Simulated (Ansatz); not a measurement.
Molecule: C2H5BF, charge -1, multiplicity 1. It need not be the lowest isomer of its formula. Whether it binds its extra electron was not tested at this geometry. SMILES: [CH2-]B(F)C
Geometry from a B3LYP-D3(BJ)/def2-TZVP (Ansatz, a first-principles code) optimisation:
```
B
F 1 1.4194
C 1 1.4485 2 122.20
H 3 1.0893 1 122.33 2 -180.00
H 3 1.0901 4 113.94 1 -180.00
C 1 1.6089 2 111.10 3 -180.00
H 6 1.0947 1 111.92 2 180.00
H 6 1.0995 7 107.58 1 -123.14
H 6 1.0995 7 107.58 8 -113.72
```
Charge -1, spin multiplicity 1.

Parts of the frozen-core correlation energy in cc-pVQZ (Ansatz, hartree). Frozen orbitals: 4; correlated occupied orbitals by spin: 12 and 12; virtual: 354 and 354. Spin-orbit coupling is left out. No relativistic terms.

```
term                            value
-------------------------  ----------
reference (HF)             -202.90036
MP2 opposite-spin            -0.59644
MP2 same-spin                -0.17884
CCSD correlation             -0.79643
(T)                          -0.03173
T1 diagnostic                   0.012
largest doubles amplitude       0.045
```
